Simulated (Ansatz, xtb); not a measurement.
# BrFH2NOSi: where a starting geometry ends

The starting geometry of this gas-phase doublet was built from a drawn formula by distance geometry and a force field; its bonds are those of `[O-][NH2+][Si](F)Br`.

```xyz
7

Br   -0.9588   -1.0493   -2.2043
F     0.3266   -1.2818    0.5748
N    -1.6979    0.5226    0.4315
O    -1.6922    1.8095    0.3997
Si   -0.2487   -0.0712   -0.3872
H    -2.5035    0.0565   -0.0328
H    -1.6384    0.0697    1.3520
```

Where would you expect an optimisation with r2SCAN-D4/def2-SVP to take it?

It rearranges to `NO[Si](F)Br`. Distances that change by over a tenth: N3–O4 (1.29 → 1.46 Å). Contacts that open: N3–Si5 (1.77 → 2.53 Å). Contacts that close: O4–Si5 (2.50 → 1.67 Å).

The energy falls by 2.21 eV over 18 steps:

```tsv
step	E − E(last) (eV)
1	2.206
3	1.605
5	0.584
7	0.188
9	0.105
10	0.063
12	0.023
14	0.002
16	0.000
18	0.000
```

Final geometry (Å):

```xyz
7

Br   -0.7329   -0.9751   -2.3958
F     0.6687   -0.9578    0.4061
N    -2.1202    0.0815    0.6677
O    -1.1320    1.0218    0.1428
Si    0.0548    0.1302   -0.6265
H    -2.9978    0.4357    0.2759
H    -2.1535    0.3197    1.6634
```

From the same start GFN2-xTB reaches the same bonding as this run.

The end wasn't checked by frequencies. Open shells are spin-unrestricted. Run with Ansatz 0.2.0, 2.6 min on 2 threads of Arm Neoverse V2 (shared host).
